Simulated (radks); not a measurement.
The numbers below are computed, except where a source is named.
The table gives one normalised radial function P(r) = r R(r) of Mn2+ in [Ar] 3d5 (r in bohr). Code: a radial shooting solver on a logarithmic mesh with Libxc functionals. Model: scalar-relativistic Kohn-Sham, exchange-only B88, spin-polarised, spherical densities, point nucleus; open shells are filled with parallel spins first.

r	P
0.004423	0.1152
0.005759	0.1442
0.007499	0.1785
0.009764	0.2178
0.01271	0.2605
0.01656	0.3032
0.02156	0.3398
0.02807	0.3603
0.03685	0.3498
0.04798	0.2917
0.06247	0.1705
0.08135	-0.0192
0.1059	-0.2595
0.1379	-0.4954
0.1796	-0.6326
0.2339	-0.5633
0.3045	-0.2270
0.3965	0.3168
0.5163	0.8692
0.6723	1.1845
0.8755	1.1318
1.14	0.8060
1.484	0.4286
1.933	0.1648
2.517	0.0430
3.277	0.0069
4.267	0.0006
5.557	0.0000
7.235	0.0000

Which n and l does it have? It may be an empty orbital.

Answer. n = 3, l = 0: the number of nodes gives n - l - 1 = 2, the rise at small r (about r^(l+1)) gives l, and the extent must fit the shell. The curve is that of 3s down; the table hardly tells the two spins apart. 3s down: eigenvalue -98.462 eV, 2 radial nodes at r = 0.0795, 0.343 bohr, <r> = 0.855 bohr, 90 % of the charge inside 1.28 bohr.
